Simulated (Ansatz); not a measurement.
Basis-set extrapolation for C₉H₁₈O, SMILES `CCCCCCCC(C)=O` (PBE0-D4/def2-TZVP geometry, frozen core, Ansatz 0.2.0). Multiplicity 1, RHF reference.

|  | def2-TZVPP | def2-QZVPP |
| --- | --- | --- |
| HF | -426.327336 | -426.347062 |
| MP2 correlation | -1.787058 | -1.902123 |
| CCSD(T) correlation | -1.954741 | not run |

Energies in hartree. Use E(X) = E(∞) + A·exp(−7.88·√X) for Hartree–Fock and E(X) = E(∞) + B·X^(−2.97) for correlation, with X = 3 and 4, and add CCSD(T) minus MP2 of the smaller set to the MP2 limit.

Q: What is the CCSD(T) energy at the basis-set limit?

A: HF limit: -426.347062 + (-0.019726) × 0.13774 = -426.34978. MP2 limit: -1.902123 + (-0.115065) × 0.74074 = -1.98736. Higher-order term: -1.954741 − (-1.787058) = -0.16768. Total: -428.50482 hartree, 584.8 kJ/mol below CCSD(T)/def2-TZVPP.
